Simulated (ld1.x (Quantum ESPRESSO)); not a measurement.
Sb (Z = 51): excitation energies, all-electron against TM

| Item | Value |
| --- | --- |
| Element | Sb (Z = 51) |
| Generator | ld1.x (Quantum ESPRESSO) 7.5 |
| Type | norm-conserving Troullier–Martins (Kleinman–Bylander form) |
| Functional | PBEsol |
| Relativity | scalar-relativistic |
| Frozen core | [Kr] 4d10 |
| Valence charge | 5 |
| Reference configuration | 5s2 5p3 |
| Partial waves | 5p (bound): rc 2.15 bohr; 5s (bound): rc 1.70 bohr |
| Local potential | the s channel |
| Core correction | Bessel-smoothed model core, default radius (core density twice the valence density) |

Energies are relative to the spin-unpolarised reference configuration 5s2 5p3; without spin polarisation the order of configurations can differ from experiment.

```tsv
valence configuration	charge	ΔE all-electron (eV)	error AE − PS (meV)
5s2 5p1	+2	24.356	-36
5s2 5p0	+3	48.800	-137
5s2 5p3.3	-0.3	-1.163	+0.2
5s1 5p3	+1	17.108	-28
5s2 5p2.5	+0.5	3.273	-1.3
5s1 5p4	0	8.142	-14
```

Task: What are ΔE and the potential's error for 5s2 5p2?

Result: ΔE = 8.344 eV all-electron; the error (AE − PS) is -5.3 meV.

Levels in the configuration 5s2 5p0:

```json
{"level": "5s", "all-electron (eV)": "-38.979", "pseudo (eV)": "-39.180"}
```
